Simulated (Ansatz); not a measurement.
The pair A = CH4 (SMILES C) (first 5 atoms), B = CH3F (SMILES CF); geometry from B3LYP-D3(BJ)/def2-TZVP.
(charge 0, multiplicity 1):
```
atom    x (Å)    y (Å)    z (Å)
----  -------  -------  -------
C      0.0092  -0.0672   0.1910
H     -0.3587   0.6129   0.9573
H     -0.4365  -1.0518   0.3306
H     -0.2591   0.3117  -0.7943
H      1.0937  -0.1463   0.2622
C      0.1122  -0.0425   3.9874
F     -0.5297   1.0925   3.5037
H      0.9614   0.2688   4.5970
H     -0.5947  -0.6144   4.5897
H      0.4541  -0.6381   3.1407
```

Frozen-core correlation. MP2 and its Hartree–Fock in aug-cc-pVTZ are density fitted.

Programs: Ansatz (a quantum-chemistry and plane-wave program). 

The counterpoise-corrected interaction energy is E(AB) − E(A in the pair's basis) − E(B in the pair's basis). Total energies (hartree):

```csv
level,AB,A in the pair's basis,B in the pair's basis
HF/aug-cc-pVDZ,-179.2568566,-40.1998305,-139.0575894
MP2/aug-cc-pVDZ,-179.7863870,-40.3680390,-139.4173926
HF/aug-cc-pVTZ,-179.3101829,-40.2135837,-139.0971672
MP2/aug-cc-pVTZ,-179.9574199,-40.4145164,-139.5416913
CCSD(T)/aug-cc-pVDZ,-179.8441022,-40.3958791,-139.4471849
```

Q: Work out the counterpoise-corrected interaction energy at the basis-set limit: extrapolate the MP2 correlation part as X⁻³, take Hartree–Fock from the larger set, and add the CCSD(T) − MP2 difference of aug-cc-pVDZ.

A: 
1. Differences (1 hartree = 627.509 kcal/mol): HF/aug-cc-pVDZ 0.354; MP2/aug-cc-pVDZ -0.600; HF/aug-cc-pVTZ 0.356; MP2/aug-cc-pVTZ -0.761; CCSD(T)/aug-cc-pVDZ -0.651.
2. Correlation parts, MP2 less HF: -0.953 in aug-cc-pVDZ (X = 2), -1.117 in aug-cc-pVTZ (X = 3).
3. Limit (3³·(-1.117) − 2³·(-0.953))/(3³ − 2³) = -1.186; with HF/aug-cc-pVTZ it gives -0.830.
4. CCSD(T) less MP2 in aug-cc-pVDZ: -0.052.
Result: -0.88 kcal/mol, against -0.60 at MP2/aug-cc-pVDZ. It is an estimate of this method's limit, not of the exact value.
